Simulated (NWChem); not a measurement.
System: CH5ClOSi; SMILES CO[SiH2]Cl

The following NWChem deck was run.

```
start job
memory heap 200 mb stack 900 mb global 1100 mb
geometry units angstroms noautosym nocenter noautoz
  Si     0.878598    -0.078286     0.044305
  Cl    -0.493747    -1.628109    -0.042052
  O      0.188385     1.329244    -0.462508
  C     -0.911537     1.965702     0.134834
  H      1.991848    -0.364940    -0.888662
  H      1.323014     0.016069     1.463371
  H     -0.709633     2.233208     1.187948
  H     -1.122854     2.891567    -0.419808
  H     -1.812678     1.329125     0.105089
end
basis spherical
  Si library def2-svp
  Cl library def2-svp
  O library def2-svp
  C library def2-svp
  H library def2-svp
end
dft
  xc pbe0
  iterations 150
end
cosmo
  do_cosmo_smd true
  solvent dioxane
end
task dft energy
```

NWChem printed, in part:

```
             Northwest Computational Chemistry Package (NWChem) 7.3.0
             --------------------------------------------------------

                             Geometry "geometry" -> ""
                             -------------------------

 Output coordinates in angstroms (scale by  1.889725989 to convert to a.u.)

  No.       Tag          Charge          X              Y              Z
 ---- ---------------- ---------- -------------- -------------- --------------
    1 Si                  14.0000     0.87859800    -0.07828600     0.04430500
    2 Cl                  17.0000    -0.49374700    -1.62810900    -0.04205200
    3 O                    8.0000     0.18838500     1.32924400    -0.46250800
    4 C                    6.0000    -0.91153700     1.96570200     0.13483400
    5 H                    1.0000     1.99184800    -0.36494000    -0.88866200
    6 H                    1.0000     1.32301400     0.01606900     1.46337100
    7 H                    1.0000    -0.70963300     2.23320800     1.18794800
    8 H                    1.0000    -1.12285400     2.89156700    -0.41980800
    9 H                    1.0000    -1.81267800     1.32912500     0.10508900

 Effective nuclear repulsion energy (a.u.)     221.4812682789

                                 NWChem DFT Module
                                 -----------------

 Summary of "ao basis" -> "ao basis" (spherical)
 ------------------------------------------------------------------------------
       Tag                 Description            Shells   Functions and Types
 ---------------- ------------------------------  ------  ---------------------
 Si                         def2-svp                 8       18   4s3p1d
 Cl                         def2-svp                 8       18   4s3p1d
 O                          def2-svp                 6       14   3s2p1d
 C                          def2-svp                 6       14   3s2p1d
 H                          def2-svp                 3        5   2s1p

 in cosmo_initialize ...
 calling solv_data for solv:dioxane

 solvent parameters
 solvname_short: dioxane
 solvname_long:  1,4-dioxane
 dielec:        2.2099
 dielecinf:     2.0232
 nonaqueous SMD model solvent descriptors
 dielec:        2.2099
 sola:          0.0000
 solb:          0.6400
 solc:          0.0000
 solg:         47.1400
 solh:          0.0000
 soln:          1.4224

          ---------------
          -cosmo- solvent
          ---------------
 Cosmo: York-Karplus, doi: 10.1021/jp992097l
 dielectric constant -eps-     =   2.21
 screen = (eps-1)/(eps    )    =   0.54749
 surface charge correction     = lagrangian

   van der Waals surface
 --------------------------

 ---------- ATOMIC COORDINATES (A.U.) ------------ VDWR(ANG.) --
     1    1.66030947   -0.14793909    0.08372431     2.470
     2   -0.93304654   -3.07667989   -0.07946676     2.380
     3    0.35599603    2.51190693   -0.87401339     2.294
     4   -1.72255516    3.71463816    0.25479931     1.850
     5    3.76404693   -0.68963660   -1.67932768     1.200
     6    2.50013394    0.03036601    2.76537021     1.200
     7   -1.34101192    4.22015120    2.24489621     1.200
     8   -2.12188639    5.46426931   -0.79332209     1.200
     9   -3.42546473    2.51168205    0.19858941     1.200
 number of segments per atom =        128
 number of   points per atom =        128
 atom (   nspa,  nppa )
 ----------------------
    1 (     63,     0 )       0
    2 (     91,     0 )       0
    3 (     57,     0 )       0
    4 (     40,     0 )       0
    5 (     33,     0 )       0
    6 (     31,     0 )       0
    7 (     48,     0 )       0
    8 (     50,     0 )       0
    9 (     49,     0 )       0
 number of -cosmo- surface points =      462
 molecular surface =    136.823 angstrom**2
 molecular volume  =    135.620 angstrom**3
 -lineq- algorithm             =   0
 -bem- low  level              =   3
 -bem- from -octahedral-
 gaussian surface charge width =   4.50000
 degree of switching           =   1.00000
 switching function tolerance  =   0.00010
 atomic radii =
 --------------
    1 14.000  2.470
    2 17.000  2.380
    3  8.000  2.294
    4  6.000  1.850
    5  1.000  1.200
    6  1.000  1.200
    7  1.000  1.200
    8  1.000  1.200
    9  1.000  1.200
 ...... end of -cosmo- initialization ......

 nat:                     9
 ixmem:                  4523
 calling mnsol_interface()
 G(SMD-CDS) energy (kcal/mol)  =    -0.368
 SMD-CDS SASA (angstrom**2)    =   144.347

            General Information
            -------------------
          SCF calculation type: DFT
          Wavefunction type:  closed shell.
          No. of atoms     :     9
          No. of electrons :    50
           Alpha electrons :    25
            Beta electrons :    25
          Charge           :     0
          Spin multiplicity:     1
          Use of symmetry is: off; symmetry adaption is: off
          Maximum number of iterations: 150
          AO basis - number of functions:    89
                     number of shells:    43
          Convergence on energy requested:  1.00D-06
          Convergence on density requested:  1.00D-05
          Convergence on gradient requested:  5.00D-04

              XC Information
              --------------
                         PBE0 Method XC Functional
                     Hartree-Fock (Exact) Exchange  0.250
          PerdewBurkeErnzerhof Exchange Functional  0.750
            Perdew 1991 LDA Correlation Functional  1.000 local
           PerdewBurkeErnz. Correlation Functional  1.000 non-local

             Grid Information
             ----------------
          Grid used for XC integration:  medium
          Radial quadrature: Mura-Knowles
          Angular quadrature: Lebedev.
          Tag              B.-S. Rad. Rad. Pts. Rad. Cut. Ang. Pts.
          ---              ---------- --------- --------- ---------
          Si                  1.10       88          10.0       590
          Cl                  1.00       88          12.0       590
          O                   0.60       49           8.0       434
          C                   0.70       49          10.0       434
          H                   0.35       45          11.0       434
          Grid pruning is: on
          Number of quadrature shells:   499
          Spatial weights used:  Erf1

      Superposition of Atomic Density Guess
      -------------------------------------

 Sum of atomic energies:        -862.87442297

      Non-variational initial energy
      ------------------------------

 Total energy =    -864.383850
 1-e energy   =   -1632.170739
 2-e energy   =     546.305621
 HOMO         =      -0.371034
 LUMO         =       0.078822

   convergence    iter        energy       DeltaE   RMS-Dens  Diis-err
 ---------------- ----- ----------------- --------- --------- ---------
     COSMO gas phase
 d= 0,ls=0.0,diis     1   -865.3104284041 -1.09D+03  1.19D-02  5.42D-01
 d= 0,ls=0.0,diis     2   -865.2969243939  1.35D-02  6.43D-03  7.46D-01
 d= 0,ls=0.0,diis     3   -865.3717122284 -7.48D-02  1.57D-03  3.18D-02
 d= 0,ls=0.0,diis     4   -865.3740616448 -2.35D-03  6.75D-04  4.80D-03
 d= 0,ls=0.0,diis     5   -865.3747040756 -6.42D-04  8.66D-05  5.09D-05
  Resetting Diis
 d= 0,ls=0.0,diis     6   -865.3747103755 -6.30D-06  1.82D-05  1.90D-06
 d= 0,ls=0.0,diis     7   -865.3747106143 -2.39D-07  4.83D-06  7.23D-08

   convergence    iter        energy       DeltaE   RMS-Dens  Diis-err
 ---------------- ----- ----------------- --------- --------- ---------
     COSMO solvation phase
 d= 0,ls=0.0,diis     1   -865.3770240240 -2.31D-03  4.95D-04  3.11D-04
 d= 0,ls=0.0,diis     2   -865.3771045678 -8.05D-05  1.30D-04  1.14D-04
 d= 0,ls=0.0,diis     3   -865.3771162024 -1.16D-05  4.35D-05  3.24D-05
 d= 0,ls=0.0,diis     4   -865.3771191138 -2.91D-06  1.52D-05  3.01D-06
 d= 0,ls=0.0,diis     5   -865.3771193900 -2.76D-07  5.09D-06  2.30D-07

         Total DFT energy =     -865.377119389959
      One electron energy =    -1634.997047587103
           Coulomb energy =      612.855254772199
    Exchange-Corr. energy =      -64.695427805853
 Nuclear repulsion energy =      221.481268278922

             COSMO energy =       -0.021167048125

 Numeric. integr. density =       49.999989050831

                                COSMO-SMD solvation results
                                ---------------------------

             internal energy in gas <Psi(g)|H|Psi(g)> =      -865.374710614342
         internal energy in solvent <Psi(s)|H|Psi(s)> =      -865.374607247118
                               delta internal energy  =         0.000103367224 (    0.06 kcal/mol)
   total free energy in solvent <Psi(s)|H+V/2|Psi(s)> =      -865.376533223881
 polarization energy contribution <Psi(s)|V/2|Psi(s)> =        -0.001925976763 (   -1.21 kcal/mol)
    total free energy in solvent including G(SMD-CDS) =      -865.377119389959
                       G(SMD-CDS) energy contribution =        -0.000586166078 (   -0.37 kcal/mol)
     1 M fixed-concentration free energy of solvation =        -0.002408775617 (   -1.51 kcal/mol)

                       DFT Final Molecular Orbital Analysis
                       ------------------------------------

 Vector   23  Occ=2.000000D+00  E=-3.327803D-01
              MO Center= -2.5D-01, -3.8D-01, -1.6D-01, r^2= 4.0D+00
   Bfn.  Coefficient  Atom+Function         Bfn.  Coefficient  Atom+Function
  ----- ------------  ---------------      ----- ------------  ---------------
    29      0.320651  2 Cl px                30     -0.286501  2 Cl py
    31     -0.274755  2 Cl pz                42      0.248662  3 O  pz
    26      0.230923  2 Cl px                27     -0.210600  2 Cl py
    28     -0.195580  2 Cl pz                45      0.193022  3 O  pz
    41     -0.169493  3 O  py                80      0.147551  8 H  s

 Vector   24  Occ=2.000000D+00  E=-3.191538D-01
              MO Center= -7.1D-03, -5.1D-02, -7.5D-02, r^2= 4.2D+00
   Bfn.  Coefficient  Atom+Function         Bfn.  Coefficient  Atom+Function
  ----- ------------  ---------------      ----- ------------  ---------------
    31      0.410603  2 Cl pz                28      0.297767  2 Cl pz
    41     -0.257799  3 O  py                40     -0.191040  3 O  px
    44     -0.190440  3 O  py                25      0.173071  2 Cl pz
    70     -0.169907  6 H  s                 65      0.153651  5 H  s
    85     -0.151595  9 H  s                 43     -0.147235  3 O  px

 Vector   25  Occ=2.000000D+00  E=-3.089937D-01
              MO Center=  4.3D-02,  1.0D+00,  1.7D-02, r^2= 2.9D+00
   Bfn.  Coefficient  Atom+Function         Bfn.  Coefficient  Atom+Function
  ----- ------------  ---------------      ----- ------------  ---------------
    42      0.361207  3 O  pz                45      0.275827  3 O  pz
    40      0.268417  3 O  px                43      0.208203  3 O  px
    75     -0.208860  7 H  s                 41      0.197791  3 O  py
    70     -0.185794  6 H  s                 71     -0.179208  6 H  s
    85      0.166627  9 H  s                 30      0.160804  2 Cl py

 Vector   26  Occ=0.000000D+00  E= 3.551263D-02
              MO Center=  9.9D-01, -1.2D-01,  1.7D-01, r^2= 3.8D+00
   Bfn.  Coefficient  Atom+Function         Bfn.  Coefficient  Atom+Function
  ----- ------------  ---------------      ----- ------------  ---------------
    12      1.100731  1 Si py                39     -0.561556  3 O  s
    29      0.398296  2 Cl px                22      0.377896  2 Cl s
    53     -0.337162  4 C  s                 66      0.322497  5 H  s
    76      0.308228  7 H  s                  9      0.274276  1 Si py
    71      0.249750  6 H  s                  3     -0.212028  1 Si s

 Vector   27  Occ=0.000000D+00  E= 4.844966D-02
              MO Center=  3.3D-01, -3.0D-02,  5.3D-02, r^2= 3.8D+00
   Bfn.  Coefficient  Atom+Function         Bfn.  Coefficient  Atom+Function
  ----- ------------  ---------------      ----- ------------  ---------------
    11      1.090391  1 Si px                53      0.592496  4 C  s
    30      0.494790  2 Cl py                22      0.466944  2 Cl s
    66     -0.338054  5 H  s                 39      0.333523  3 O  s
    86     -0.320092  9 H  s                  4     -0.278200  1 Si s
    81     -0.261612  8 H  s                  8      0.255720  1 Si px

 Vector   28  Occ=0.000000D+00  E= 8.233402D-02
              MO Center=  5.8D-01,  5.2D-01, -4.6D-02, r^2= 6.4D+00
   Bfn.  Coefficient  Atom+Function         Bfn.  Coefficient  Atom+Function
  ----- ------------  ---------------      ----- ------------  ---------------
    53      1.332981  4 C  s                 66     -1.104382  5 H  s
     3      0.891527  1 Si s                  4      0.713210  1 Si s
    81     -0.663565  8 H  s                 76     -0.605066  7 H  s
    39     -0.557572  3 O  s                 11      0.444380  1 Si px
    86     -0.444990  9 H  s                 71     -0.427178  6 H  s

     Multipole analysis of the density
     ---------------------------------

     L   x y z        total         alpha         beta         nuclear
     -   - - -        -----         -----         ----         -------
     0   0 0 0     -0.000000    -25.000000    -25.000000     50.000000

     1   1 0 0      0.000356      0.364680      0.364680     -0.729003
     1   0 1 0      0.546050      0.500419      0.500419     -0.454789
     1   0 0 1      0.373114      1.639507      1.639507     -2.905900

     2   2 0 0    -27.373131    -69.017996    -69.017996    110.662860
     2   1 1 0     -2.290091      5.981300      5.981300    -14.252691
     2   1 0 1      0.068230      1.699426      1.699426     -3.330623
     2   0 2 0    -28.907992   -188.928657   -188.928657    348.949323
     2   0 1 1      1.086392      1.054117      1.054117     -1.021842
     2   0 0 2    -29.393240    -26.137616    -26.137616     22.881993
```

Level: PBE0/def2-SVP, SMD on the gas-phase geometry. The geometry was optimised at PBE0/def2-SVP. Solvent: 1,4-dioxane.
